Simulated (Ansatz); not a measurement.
A run for Ansatz (an electronic-structure program): U-r2SCANh/def2-TZVPP on CrHO (SMILES [OH][Cr]), 2S+1 = 4, a spin state set in the input, which need not be the lowest.

Ansatz 0.2 input:
```yaml
crystal:
  periodic: [false, false, false]
  atoms:
    - {symbol: Cr, position_ang: [-0.93064081, -0.69291740, -0.81559575]}
    - {symbol: O, position_ang: [0.39043334, -0.09526838, 0.26416361]}
    - {symbol: H, position_ang: [0.50703875, 0.83555738, 0.48111251]}
basis:
  gaussian:
    orbitals: def2-TZVPP
hamiltonian:
  xc: {name: r2SCANh}
magnetization: {spin_polarized: true, initial_magnetization: 3}
```

Program output:

```
WARN ansatz: RAYON_NUM_THREADS=1 ignored (pool sized by the plan → 1); use --threads N
Functional definition: r2SCANh
integrals: 0.03 GiB planned
653 factors; their error is unknown
mean field: 0.44 GiB planned
mean field evaluation 1: about -30468.7218 eV, gradient 6.2e1 eV
mean field evaluation 2: about -30330.2862 eV, gradient 1.7e2 eV
mean field evaluation 4: about -30478.0571 eV, gradient 2.3e1 eV
mean field evaluation 8: about -30478.0574 eV, gradient 2.3e1 eV
mean field evaluation 16: about -30482.3457 eV, gradient 9.0e-1 eV
mean field evaluation 32: about -30468.7218 eV, gradient 6.2e1 eV
mean field evaluation 64: about -30482.4785 eV, gradient 4.0e-1 eV
mean field -30482.49926574 eV, -1120.2111862357 hartree, gradient 3.0e-6 eV, S^2 4.753570; 7 other end points of the search recorded, 0 dependent functions left out
reference -30482.49928863 eV, -1120.2111870772 hartree; 18, 15 occupied and 91, 94 virtual orbitals, 653 factors
Total energy: -30482.49928863 eV, -1120.2111870772 hartree
```

The run converged. Its determinant has ⟨S²⟩ = 4.75, a mixture of spin states.

Cost: about 25 core-seconds (a rough figure).
